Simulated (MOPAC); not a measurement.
A run for MOPAC: PM7 on ClH3Si (SMILES [SiH3]Cl), a point of a bond scan (R = 3.616 Å).

```
PM7 1SCF PRECISE CHARGE=0 THREADS=1
ClH3Si

Si    -0.99093627 1    -0.03421151 1    -0.02690936 1
Cl     2.62165217 1     0.09051104 1     0.07119225 1
H     -1.39746449 1    -1.01152605 1    -1.05530163 1
H     -1.49637032 1     1.31045082 1    -0.36516845 1
H     -1.48085708 1    -0.44995851 1     1.30167319 1
```

Output:

```
*******************************************************************************
 **                                                                           **
 **                              MOPAC v23.2.5                                **
 **                                                                           **
 *******************************************************************************
 ** MOPAC's Digital Object Identifier: https://doi.org/10.5281/zenodo.6511958 **
 **                                                                           **
 ** Please cite the open-source release paper for use of this MOPAC version:  **
 ** J. E. Moussa and J. J. P. Stewart (2026)                                  **
 ** MOPAC: An open-source semiempirical molecular orbital program             **
 ** J. Open Source Softw., 11(119), 8025, https://doi.org/10.21105/joss.08025 **
 *******************************************************************************

                              PM7 CALCULATION RESULTS

 *******************************************************************************
 *  PM7        - The PM7 Hamiltonian to be used
 *
 *
 *
 *                 CHARGE ON SYSTEM = 0
 *
 *
 *
 *  PRECISE    - TIGHTER CRITERIA TO BE USED
 *  1SCF       - DO 1 SCF AND THEN STOP
 *  THREADS=1  - MULTI-THREADING NOT USED
 *  T=         - A TIME OF 172800.0 SECONDS REQUESTED
 *  DUMP=N     - RESTART FILE WRITTEN EVERY 7200.0 SECONDS REQUESTED
 *******************************************************************************
PM7 1SCF PRECISE CHARGE=0 THREADS=1
 ClH3Si

   ATOM   CHEMICAL          X               Y               Z
  NUMBER   SYMBOL      (ANGSTROMS)     (ANGSTROMS)     (ANGSTROMS)

     1      Si         -0.99093627  *  -0.03421151  *  -0.02690936  *
     2      Cl          2.62165217  *   0.09051104  *   0.07119225  *
     3       H         -1.39746449  *  -1.01152605  *  -1.05530163  *
     4       H         -1.49637032  *   1.31045082  *  -0.36516845  *
     5       H         -1.48085708  *  -0.44995851  *   1.30167319  *



          CARTESIAN COORDINATES

    NO.       ATOM           X           Y           Z

     1        Si         -0.9909     -0.0342     -0.0269
     2        Cl          2.6217      0.0905      0.0712
     3         H         -1.3975     -1.0115     -1.0553
     4         H         -1.4964      1.3105     -0.3652
     5         H         -1.4809     -0.4500      1.3017

 General Reference for PM7:
 "Optimization of Parameters for Semiempirical Methods VI: More Modifications to the
 NDDO Approximations and Re-optimization of Parameters", J. J. P. Stewart, J. Mol. Mod., 1:32, 19 (2013)
 https://link.springer.com/article/10.1007/s00894-012-1667-x

           Empirical Formula: H3 Si Cl  =     5 atoms



      MOLECULAR POINT GROUP   :   C3v


      RHF CALCULATION, NO. OF DOUBLY OCCUPIED LEVELS = 7


 -------------------------------------------------------------------------------
 PM7 1SCF PRECISE CHARGE=0 THREADS=1
 ClH3Si



     1SCF WAS SPECIFIED, SO BFGS WAS NOT USED
     SCF FIELD WAS ACHIEVED


                              PM7 CALCULATION
                                                       MOPAC v23.2.5 Linux




          FINAL HEAT OF FORMATION =         72.78463 KCAL/MOL =     304.53091 KJ/MOL


          COSMO AREA              =        116.29 SQUARE ANGSTROMS
          COSMO VOLUME            =        101.01 CUBIC ANGSTROMS

          IONIZATION POTENTIAL    =          8.793961 EV
          HOMO LUMO ENERGIES (EV) =         -8.794 -3.784
          NO. OF FILLED LEVELS    =          7
          MOLECULAR WEIGHT        =         66.5622         POINT GROUP:  C3v

          MOLECULAR DIMENSIONS (Angstroms)

            Atom       Atom       Distance
            H     4   Cl     2     4.31703
            H     3    H     5     2.42439
           Cl     2    H     3     1.98615


          SCF CALCULATIONS        =          1





   ATOM   CHEMICAL          X               Y               Z
  NUMBER   SYMBOL      (ANGSTROMS)     (ANGSTROMS)     (ANGSTROMS)

     1      Si         -0.99093627  *  -0.03421151  *  -0.02690936  *
     2      Cl          2.62165217  *   0.09051104  *   0.07119225  *
     3       H         -1.39746449  *  -1.01152605  *  -1.05530163  *
     4       H         -1.49637032  *   1.31045082  *  -0.36516845  *
     5       H         -1.48085708  *  -0.44995851  *   1.30167319  *

                             CARTESIAN COORDINATES

   1   Si       -0.990936270    -0.034211510    -0.026909360
   2   Cl        2.621652170     0.090511040     0.071192250
   3    H       -1.397464490    -1.011526050    -1.055301630
   4    H       -1.496370320     1.310450820    -0.365168450
   5    H       -1.480857080    -0.449958510     1.301673190


           Empirical Formula: H3 Si Cl  =     5 atoms



      MOLECULAR POINT GROUP   :   C3v


                  EIGENVALUES
 -22.94131 -20.87287 -15.15442 -15.15442  -8.98867  -8.98867  -8.79396  -3.78399
   0.03435   0.03435   3.56051  18.15938  18.15938  18.46862  18.96256  18.96256
  77.02962  77.17959  77.17959  77.66834  77.66834


              NET ATOMIC CHARGES AND DIPOLE CONTRIBUTIONS

  ATOM NO.   TYPE          CHARGE      No. of ELECS.   s-Pop       p-Pop       d-Pop
    1         Si           0.427794        3.5722     1.03840     2.46509     0.06872
    2         Cl          -0.721647        7.7216     1.99958     5.72172     0.00035
    3          H           0.097952        0.9020     0.90205
    4          H           0.097951        0.9020     0.90205
    5          H           0.097951        0.9020     0.90205
 DIPOLE           X         Y         Z       TOTAL
 POINT-CHG.   -13.182    -0.455    -0.358    13.194
 HYBRID         1.992     0.069     0.054     1.994
 SUM          -11.189    -0.386    -0.304    11.200


          ATOMIC ORBITAL ELECTRON POPULATIONS

     Atom    s        px        py        pz      x^2-y^2     xz        z^2       yz        xy
    1 Si   1.03840   0.31783   1.07346   1.07380   0.01124   0.01014   0.01609   0.02061   0.01063
    2 Cl   1.99958   1.72293   1.99933   1.99946   0.00023   0.00002   0.00008   0.00000   0.00002
    3  H   0.90205
    4  H   0.90205
    5  H   0.90205

 **********************
 *                    *
 * JOB ENDED NORMALLY *
 *                    *
 **********************




 == MOPAC DONE ==
```

The run finished.

Cost: around 0.020 core-seconds (rough).
